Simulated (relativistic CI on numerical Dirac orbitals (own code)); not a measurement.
How well does a small relativistic CI reproduce Cl³⁺?

Calculated at this level of theory: Dirac-Coulomb-Breit CI, orbitals from a KLI potential per configuration, model QED, valence Slater integrals scaled by 0.85, P86 correlation estimate, and configurations built on the next ion tied to the tabulated ionisation energy (semi-empirical) (own radial code, finite nucleus).

CI space (outside the closed core [Ne]): 3s2 3p2, 3s2 3p 3d, 3s2 3p 4s, 3s2 3p 4p, 3s2 3p 4d, 3s2 3p 5s, 3s2 3p 4f, 3s 3p3, 3p4, 3s2 3d2, 3s 3p2 3d, 3p2 3d2, 3s2 3d 4s, 3p3 3d, 3s2 3d 4p, 3s2 4s2, 3s 3p2 4s, 3s 3p 3d2, 3s2 3p 5p, 3p3 4s, 3s2 4s 4p, 3s2 3p 5d, 3p3 4p, 3s2 3p 5f. Levels of other configurations are missing.

| Configuration | Term (tabulated) | J | Measured (cm⁻¹) | Computed | Error | Purity (%) |
| --- | --- | --- | --- | --- | --- | --- |
| 3s2 3p2 | 3P | 0 | 0.0 | 0 | 0 | 96 |
| 3s2 3p2 | 3P | 1 | 491.0 | 486 | -5 | 96 |
| 3s2 3p2 | 3P | 2 | 1341.0 | 1323 | -18 | 96 |
| 3s2 3p2 | 1D | 2 | 13766.0 | 13855 | 89 | 96 |
| 3s2 3p2 | 1S | 0 | 32550.0 | 31338 | -1212 | 95 |
| 3s 3p3 | 3P° | 2 | 120256.0 | 119481 | -775 | 80 |
| 3s 3p3 | 3P° | 1 | 120274.0 | 119516 | -758 | 80 |
| 3s 3p3 | 3S° | 1 | 164721.0 | 163789 | -932 | 83 |
| 3s2 3p 3d | 3P° | 2 | 181643.0 | 175159 | -6484 | 78 |
| 3s2 3p 3d | 3P° | 1 | 182073.0 | 175576 | -6497 | 78 |
| 3s2 3p 3d | 3D° | 1 | 187008.0 | 180797 | -6211 | 80 |
| 3s2 3p 3d | 3D° | 2 | 187174.0 | 180964 | -6210 | 80 |
| 3s2 3p 3d | 3D° | 3 | 187346.0 | 181096 | -6250 | 81 |
| 3s2 3p 4s | 3P° | 0 | 215026.0 | 212610 | -2416 | 98 |
| 3s2 3p 4s | 3P° | 1 | 215389.3 | 212975 | -2414 | 95 |
| 3s2 3p 4s | 3P° | 2 | 216468.1 | 214040 | -2428 | 98 |
| 3s2 3p 4s | 1P° | 1 | 219454.0 | 217199 | -2255 | 94 |
| 3s2 3p 4p | 3D | 2 | 248026.1 | 245306 | -2720 | 96 |
| 3s2 3p 4p | 3D | 3 | 248961.2 | 246234 | -2727 | 97 |
| 3s2 3p 4p | 3P | 0 | 251471.4 | 248713 | -2758 | 96 |
| 3s2 3p 4p | 3P | 1 | 251725.8 | 248860 | -2865 | 74 |
| 3s2 3p 4p | 3P | 2 | 252396.7 | 249639 | -2757 | 95 |
| 3s2 3p 5s | 3P° | 0 | 312747.0 | 314651 | 1904 | 100 |
| 3s2 3p 5s | 3P° | 1 | 312991.0 | 314915 | 1924 | 90 |
| 3s2 3p 5s | 3P° | 2 | 314225.0 | 316150 | 1925 | 100 |

Measured levels from Moore, Atomic Energy Levels, vol. I, NSRDS-NBS 35 (1971 reprint of NBS Circular 467, 1949); pairs were made by configuration, J and term (by order where the table uses no LS term), so strongly mixed levels may be paired wrongly. The analysis dates from before 1960.

Mean error by configuration (cm⁻¹): 3s2 3p2 -287; 3s 3p3 -822; 3s2 3p 3d -6331; 3s2 3p 4s -2378; 3s2 3p 4p -2766; 3s2 3p 5s 1918. Over the excited levels the mean absolute error is 2689 cm⁻¹ (24 of the 24 excited levels that our extract of the source holds in range could be paired), and the median relative error of those above 1,000 cm⁻¹ is 1.1 %.
